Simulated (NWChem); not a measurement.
System: C3H3BF2; SMILES CC#CB(F)F

The following NWChem deck was run.

```
start job
memory heap 200 mb stack 900 mb global 1100 mb
geometry units angstroms noautosym nocenter noautoz
  C     -2.950490    -0.152294    -0.503675
  C     -1.524099    -0.077789    -0.258750
  C     -0.324285    -0.017253    -0.056314
  B      1.170901     0.060674     0.199850
  F      1.821834     1.207185     0.142908
  F      1.878487    -1.014621     0.490473
  H     -3.445185    -0.790800     0.244557
  H     -3.145970    -0.586533    -1.496737
  H     -3.414791     0.845214    -0.469712
end
basis spherical
  * library pcsseg-1
end
dft
  xc pbe0
  iterations 150
end
property
  shielding
end
task dft property
```

Parts of the log:

```
             Northwest Computational Chemistry Package (NWChem) 7.3.0
             --------------------------------------------------------

                             Geometry "geometry" -> ""
                             -------------------------

 Output coordinates in angstroms (scale by  1.889725989 to convert to a.u.)

  No.       Tag          Charge          X              Y              Z
 ---- ---------------- ---------- -------------- -------------- --------------
    1 C                    6.0000    -2.95049000    -0.15229400    -0.50367500
    2 C                    6.0000    -1.52409900    -0.07778900    -0.25875000
    3 C                    6.0000    -0.32428500    -0.01725300    -0.05631400
    4 B                    5.0000     1.17090100     0.06067400     0.19985000
    5 F                    9.0000     1.82183400     1.20718500     0.14290800
    6 F                    9.0000     1.87848700    -1.01462100     0.49047300
    7 H                    1.0000    -3.44518500    -0.79080000     0.24455700
    8 H                    1.0000    -3.14597000    -0.58653300    -1.49673700
    9 H                    1.0000    -3.41479100     0.84521400    -0.46971200

 Effective nuclear repulsion energy (a.u.)     185.3463488973

                              NWChem Property Module
                              ----------------------

  itol2e modified to match energy
  convergence criterion.

                                 NWChem DFT Module
                                 -----------------

 Summary of "ao basis" -> "ao basis" (spherical)
 ------------------------------------------------------------------------------
       Tag                 Description            Shells   Functions and Types
 ---------------- ------------------------------  ------  ---------------------
 C                          pcsseg-1                 7       17   3s3p1d
 B                          pcsseg-1                 7       17   3s3p1d
 F                          pcsseg-1                 7       17   3s3p1d
 H                          pcsseg-1                 3        5   2s1p

  itol2e modified to match energy
  convergence criterion.

            General Information
            -------------------
          SCF calculation type: DFT
          Wavefunction type:  closed shell.
          No. of atoms     :     9
          No. of electrons :    44
           Alpha electrons :    22
            Beta electrons :    22
          Charge           :     0
          Spin multiplicity:     1
          Use of symmetry is: off; symmetry adaption is: off
          Maximum number of iterations: 150
          AO basis - number of functions:   117
                     number of shells:    51
          Convergence on energy requested:  1.00D-07
          Convergence on density requested:  1.00D-05
          Convergence on gradient requested:  5.00D-04

              XC Information
              --------------
                         PBE0 Method XC Functional
                     Hartree-Fock (Exact) Exchange  0.250
          PerdewBurkeErnzerhof Exchange Functional  0.750
            Perdew 1991 LDA Correlation Functional  1.000 local
           PerdewBurkeErnz. Correlation Functional  1.000 non-local

             Grid Information
             ----------------
          Grid used for XC integration:  fine
          Radial quadrature: Mura-Knowles
          Angular quadrature: Lebedev.
          Tag              B.-S. Rad. Rad. Pts. Rad. Cut. Ang. Pts.
          ---              ---------- --------- --------- ---------
          C                   0.70       70          12.0       590
          B                   0.85       70          12.0       590
          F                   0.50       70          14.0       590
          H                   0.35       60          13.0       590
          Grid pruning is: on
          Number of quadrature shells:   600
          Spatial weights used:  Erf1

[...]

          -----------------------------------------
          Chemical Shielding Tensors (GIAO, in ppm)
          -----------------------------------------

                                NWChem CPHF Module
                                ------------------

  scftype          =     RHF
  nclosed          =       22
  nopen            =        0
  variables        =     2090
  # of vectors     =        3
  tolerance        = 0.10D-03
  level shift      = 0.00D+00
  max iterations   =       50
  max subspace     =       30

 SCF residual:    6.6107849906539670E-004

Iterative solution of linear equations
  No. of variables     2090
  No. of equations        3
  Maximum subspace       30
        Iterations       50
       Convergence  1.0D-04

   iter   nsub   residual    time
   ----  ------  --------  ---------
     1      3    6.22D-01      41.5
     2      6    2.20D-02      44.4
     3      9    1.84D-03      46.9
     4     12    2.21D-04      49.3
     5     15    1.46D-05      52.0

      Atom:    1  C
        Diamagnetic
    261.0547      0.7325      2.3811
      0.7325    247.5976      0.1144
      2.3811      0.1144    247.8758

        Paramagnetic
    -65.4158      0.1413      1.5694
      0.1413    -78.2458      0.2346
      1.5694      0.2346    -76.3078

        Total Shielding Tensor
    195.6389      0.8738      3.9505
      0.8738    169.3519      0.3490
      3.9505      0.3490    171.5680

           isotropic =     178.8529
          anisotropy =      26.1735

          Principal Components and Axis System
                 1           2           3
              196.3019    170.9622    169.2946

      1         0.9868     -0.1611     -0.0136
      2         0.0340      0.1247      0.9916
      3         0.1581      0.9790     -0.1286

      Atom:    2  C
        Diamagnetic
    287.1213      1.4874      5.0148
      1.4874    257.3500      0.4017
      5.0148      0.4017    259.0619

        Paramagnetic
    -37.2259     12.3877     38.3629
     12.3877   -285.4158      5.5050
     38.3629      5.5050   -257.7497

        Total Shielding Tensor
    249.8955     13.8751     43.3777
     13.8751    -28.0658      5.9067
     43.3777      5.9067      1.3121

           isotropic =      74.3806
          anisotropy =     275.4284

          Principal Components and Axis System
                 1           2           3
              257.9996    -29.3436     -5.5141

      1         0.9845     -0.0250     -0.1734
      2         0.0512      0.9876      0.1483
      3         0.1676     -0.1549      0.9736

      Atom:    3  C
        Diamagnetic
    286.7437      2.3972      8.1988
      2.3972    240.1891      0.2429
      8.1988      0.2429    240.3988

        Paramagnetic
    -24.3494      9.7220     33.2144
      9.7220   -213.1464      0.4795
     33.2144      0.4795   -215.3397

        Total Shielding Tensor
    262.3943     12.1192     41.4132
     12.1192     27.0427      0.7224
     41.4132      0.7224     25.0591

           isotropic =     104.8320
          anisotropy =     247.7709

          Principal Components and Axis System
                 1           2           3
              270.0126     26.6430     17.8405

      1         0.9848     -0.0232     -0.1723
      2         0.0496      0.9874      0.1505
      3         0.1666     -0.1568      0.9735

      Atom:    4  B
        Diamagnetic
    203.6962      0.4619      3.3086
      0.4619    205.0556     -2.9821
      3.3086     -2.9821    185.9205

        Paramagnetic
   -112.8644     -0.0187     -2.6932
     -0.0187   -128.3171      4.6040
     -2.6932      4.6040    -99.1666

        Total Shielding Tensor
     90.8318      0.4431      0.6155
      0.4431     76.7385      1.6219
      0.6155      1.6219     86.7539

           isotropic =      84.7747
          anisotropy =       9.2720

          Principal Components and Axis System
                 1           2           3
               90.9560     86.8939     76.4742

      1         0.9853     -0.1690     -0.0239
      2         0.0493      0.1483      0.9877
      3         0.1634      0.9744     -0.1544

      Atom:    5  F
        Diamagnetic
    467.1327     12.4526     -0.8776
     12.4526    483.6405     -1.1229
     -0.8776     -1.1229    461.4856

        Paramagnetic
   -287.4682     98.9146    -49.7858
     98.9146   -279.4325     45.7755
    -49.7858     45.7755   -109.7660

        Total Shielding Tensor
    179.6646    111.3672    -50.6635
    111.3672    204.2079     44.6526
    -50.6635     44.6526    351.7196

           isotropic =     245.1974
          anisotropy =     183.5685

          Principal Components and Axis System
                 1           2           3
              367.5764    303.9731     64.0426

      1        -0.1758      0.6654      0.7255
      2         0.1462      0.7464     -0.6492
      3         0.9735      0.0080      0.2285

      Atom:    6  F
        Diamagnetic
    468.4239    -12.8530      3.1987
    -12.8530    480.9797     -5.2784
      3.1987     -5.2784    462.8435

        Paramagnetic
   -276.8511   -108.5578    -16.3769
   -108.5578   -300.6066     12.0451
    -16.3769     12.0451    -98.7463

        Total Shielding Tensor
    191.5728   -121.4108    -13.1783
   -121.4108    180.3731      6.7667
    -13.1783      6.7667    364.0972

           isotropic =     245.3477
          anisotropy =     183.2552

          Principal Components and Axis System
                 1           2           3
              367.5178    304.1514     64.3738

      1        -0.1759      0.7010      0.6912
      2         0.1493     -0.6750      0.7226
      3         0.9730      0.2303      0.0141

      Atom:    7  H
        Diamagnetic
     31.1268      5.8813     -5.5165
      5.8813     26.3070     -5.9107
     -5.5165     -5.9107     27.6056

        Paramagnetic
      0.3661     -2.6499      2.7027
     -2.6499      1.4792      2.3714
      2.7027      2.3714      0.8929

[...]
```

Level: PBE0/pcSseg-1, GIAO. All runs use the structure optimised with PBE0/def2-SVP. The printed shielding anisotropy is the first printed principal value minus the mean of the other two.
